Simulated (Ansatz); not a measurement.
`O[B](F)[GeH2][SiH3]` and `OB(O)F` differ in one atom or group.

Ansatz, PBE0-D4/def2-TZVP geometries, multiplicity 1. Each molecule was computed in one conformer, which needn't be the lowest.

Scalar relativity is left out up to krypton.

```json
{"property": "HOMO energy (PBE0/def2-TZVPP) / eV", "`O[B](F)[GeH2][SiH3]`": "-8.06"}
{"property": "size of the dipole moment (ωB97M-V/def2-TZVPP) / D", "`O[B](F)[GeH2][SiH3]`": "1.98"}
{"property": "LUMO energy (PBE0/def2-TZVPP) / eV", "`O[B](F)[GeH2][SiH3]`": "-0.67"}
{"property": "size of the dipole moment (B3LYP/def2-TZVPP) / D", "`O[B](F)[GeH2][SiH3]`": "1.99"}
{"property": "LUMO energy (ωB97M-V/def2-TZVPP) / eV", "`O[B](F)[GeH2][SiH3]`": "1.21"}
{"property": "HOMO–LUMO gap (PBE/def2-TZVPP) / eV", "`O[B](F)[GeH2][SiH3]`": "5.35"}
```

Q: What does the change do to each property? (An estimate is asked.)

A: Ansatz gave: 
```
                                          property  `OB(O)F`  shift
                HOMO energy (PBE0/def2-TZVPP) / eV     -9.74  -1.68
size of the dipole moment (ωB97M-V/def2-TZVPP) / D      1.88  -0.10
                LUMO energy (PBE0/def2-TZVPP) / eV      0.44   1.11
  size of the dipole moment (B3LYP/def2-TZVPP) / D      1.88  -0.11
             LUMO energy (ωB97M-V/def2-TZVPP) / eV      1.77   0.56
               HOMO–LUMO gap (PBE/def2-TZVPP) / eV      7.57   2.22
```

With PBE0 the HOMO falls by 1.68 eV and the LUMO rises by 1.11 eV, so the gap widens by about 2.79 eV. PBE moves the HOMO by -1.08 eV and ωB97M-V by -2.11 eV. Dipoles are sizes alone; their direction can turn.

B3LYP here is the variant with VWN-RPA as its local correlation; programs differ in this.
